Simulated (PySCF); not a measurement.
diiodomethane (CH₂I₂), SMILES ICI. Geometry: TPSSh-D3(BJ)/def2-SVP. The def2 effective core potentials stand for the cores of I; spin–orbit coupling is left out.

Level of theory: TPSSh-D3(BJ)/def2-SVP (PySCF 2.14.0).

Harmonic wavenumbers (cm⁻¹): 116, 481, 562, 711, 1037, 1121, 1399, 3134, 3238. Rotational constants (GHz): 22.55, 0.5958, 0.5827; symmetry number 2.

Problem. Work out the zero-point energy and the ideal-gas rigid-rotor harmonic-oscillator thermochemistry at 298.15 K and 1 atm.

Solution. ZPE = ½ Σ hcν = ½ × 11798 cm⁻¹ = 70.57 kJ/mol. H − E(el) = 83.89 kJ/mol. Entropy in J/(mol K): translation 178.47, rotation 111.85, vibration 20.29, total 310.61. G − E(el) = -8.72 kJ/mol. Cp = 57.77 J/(mol K). Modes under 150 cm⁻¹ make the vibrational entropy uncertain.
